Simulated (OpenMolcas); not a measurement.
Pt2+ with its 6 nearest bromide ions, on the Ca site of CsCaBr3 (a = 5.69 Å, distance in the model lattice 2.845 Å). The rest of the host is ab initio model potentials to 7.6 Å, with orthogonalisation functions on the cations behind the ligands, and point charges beyond; the distance is set by hand and nothing relaxes. Ligand basis ANO-RCC-VDZP.

```json
{
 "Program": "OpenMolcas 26.06",
 "Method": "CASSCF",
 "Basis": "ANO-RCC-VTZP [8s7p5d3f1g]",
 "Scalar Hamiltonian": "DKH2, point nucleus",
 "Active space": "8 electrons in 5 orbitals (5d)",
 "State averaging": "2S+1 = 3 even, 10 roots; 2S+1 = 1 even, 15 roots",
 "Spin-orbit coupling": "RASSI with atomic mean-field integrals over the reference wave functions"
}
```

All ligands move together. At R = 2.757 Å the first state of the same spin is 9106 cm-1, and at R = 2.845 Å it is 7525 cm-1.

A third run gives 10108 cm-1. What distance was it run at?

With a power law R^-n the two known points give n = -ln(7525 / 9106) / ln(2.845 / 2.757) = 6.07. Then R = 2.757 × (9106 / 10108)^(1/6.07) = 2.710 Å. The run was at 2.71 Å, so the estimate is off by 0 Å.

Without dynamic correlation the repulsion within the d shell is too large (B by tens of per cent), so at a given field states of lower spin stand too high. Real 4d8 and 5d8 ions are as a rule square planar and diamagnetic. With metal d orbitals alone the field can be off either way by tens of per cent. Ligand-to-metal charge-transfer states are missing. With no ligand orbital active B as a rule stays too high, so bands that hang on it stand too high and its fall with covalency is understated. The least metal-like active orbital is 83 % on the metal (Löwdin) and no ligand orbital is active, so the numbers are rough (holds for R = 2.71). The least metal-like active orbital is 85 % on the metal (Löwdin) and no ligand orbital is active, so the numbers are rough (holds for R = 2.757). No measured value stands beside these numbers; the geometry was set by hand and not optimised.
